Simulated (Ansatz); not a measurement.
BH7SSi2. Charge 0, multiplicity 1. The bonds changed during the relaxation, so this is another structure than the one it started from. All single points use the PBE0-D4/def2-TZVP geometry. It is one conformer, not always the lowest.

```xyz
11

B    -0.499    0.291    0.933
Si    0.889   -1.016    0.114
S     0.636   -0.972   -2.014
Si   -0.416    0.660   -1.107
H     0.364    0.188    1.783
H    -1.499   -0.331    1.149
H     0.490   -2.304    0.717
H     2.278   -0.651    0.478
H     0.257    1.944   -1.412
H    -0.653    1.492    0.830
H    -1.848    0.698   -1.470
```

(1) What is the dipole moment at PBE/def2-TZVPP? (Estimate.)

(2) And with r2SCAN, B3LYP, ωB97M-V? (Estimate.)

(3) Give the Mulliken charges with PBE, ωB97M-V, B3LYP in def2-TZVPP. (Best estimate.)

Answers

(1) Computed: 0.50 D, with components (0.30, 0.36, 0.17) D in this frame, pointing from negative to positive charge.

(2) The calculation gave: r2SCAN 0.55 D, B3LYP 0.53 D, ωB97M-V 0.52 D.

(3) The calculation gave: 
```
atom    PBE  ωB97M-V  B3LYP
  B1  -0.23    -0.44  -0.23
 Si2   0.24     0.20   0.29
  S3  -0.25    -0.26  -0.30
 Si4   0.24     0.20   0.29
  H5   0.05     0.10   0.05
  H6   0.03     0.10   0.03
  H7  -0.03     0.00  -0.04
  H8  -0.04    -0.01  -0.05
  H9  -0.04    -0.01  -0.05
 H10   0.05     0.10   0.05
 H11  -0.03     0.00  -0.04
```

B3LYP here is the variant with VWN-RPA as its local correlation; programs differ in this.
